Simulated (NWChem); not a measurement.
# perfluoro-THF (C4F8O); SMILES FC1(F)OC(F)(F)C(F)(F)C1(F)F

```xyz
13

F      2.0674     0.7683     1.1749
C      1.1603    -0.1003     0.7161
F      1.6699    -1.3400     0.8218
O      0.0000     0.0000     1.4823
C     -1.1603     0.1003     0.7161
F     -2.0674    -0.7683     1.1749
F     -1.6699     1.3400     0.8218
C     -0.7462    -0.1934    -0.7514
F     -1.4744     0.4994    -1.6383
F     -0.8621    -1.5171    -0.9912
C      0.7462     0.1934    -0.7514
F      0.8621     1.5171    -0.9912
F      1.4744    -0.4994    -1.6383
```
Atoms are numbered in this order, from 1.

All runs: NWChem. Coordinates come from a B3LYP/6-31G* (spherical d) optimisation. Not confirmed as a minimum by frequencies. Field at 589 nm.

Problem. Estimate the computed values for B3LYP/def2-SVP. Quantities: isotropic polarisability (bohr³); anisotropy (bohr³).

Solution. 
```
Property                          Result
--------------------------------  ------
isotropic polarisability (bohr³)    42.9
anisotropy (bohr³)                   6.5
```
